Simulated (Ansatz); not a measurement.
Ideal-gas functions of C2H6Te, SMILES `CC[TeH]` at 800 K and 1 bar, from an Ansatz frequency run at PBE0-D4/def2-TZVP.

Molar mass 157.67 g/mol, point group Cs (symmetry number 1), electronic degeneracy 1, moments of inertia 19.896, 168.731, 182.306 u Å². Harmonic wavenumbers (cm⁻¹, unscaled): 112, 222, 243, 521, 646, 741, 973, 988, 1072, 1228, 1255, 1406, 1471, 1488, 1493, 2151, 3045, 3097, 3116, 3119, 3164.

Use S(trans) = R[1.5 ln M + 2.5 ln T − 1.1517]; rotational temperatures θ = 24.2544 K / I; S(rot) = R[ln(√π/σ · √(T³/θAθBθC)) + 1.5]; for each mode x = 1.438777 ν̃/T, S = R[x/(eˣ − 1) − ln(1 − e⁻ˣ)] and H = RT x/(eˣ − 1); 1 cm⁻¹ = 0.0119627 kJ/mol; R = 8.31446 J/(mol·K).

Task: By hand: the entropy, in J/(mol·K).

Result: Translation 192.5. Rotation: θ = 1.2191, 0.1437, 0.133 K, giving 116.2. Vibration, mode by mode: 21.65, 16.00, 15.26, 9.15, 7.52, 6.52, 4.65, 4.55, 4.04, 3.23, 3.11, 2.51, 2.29, 2.24, 2.22, 0.86, 0.23, 0.21, 0.20, 0.20, 0.19, in all 106.8. Electronic 0.0. Sum 415.5 J/(mol·K).

Task: By hand: H − E and G − E in kJ/mol, counted from the electronic energy.

Result: Zero-point energy ½ × 31551 × 0.0119627 = 188.7; thermal vibration 44.7; translation, rotation and pV give 4 RT = 26.6. H − E = 260.0 kJ/mol, and G − E = 260.0 − 800 × 415.5/1000 = -72.4 kJ/mol.

Vibration gives 26 % of the entropy, 21.7 J/(mol·K) of it from the mode under 150 cm⁻¹: soft modes count most, and the harmonic formula is weakest for them.
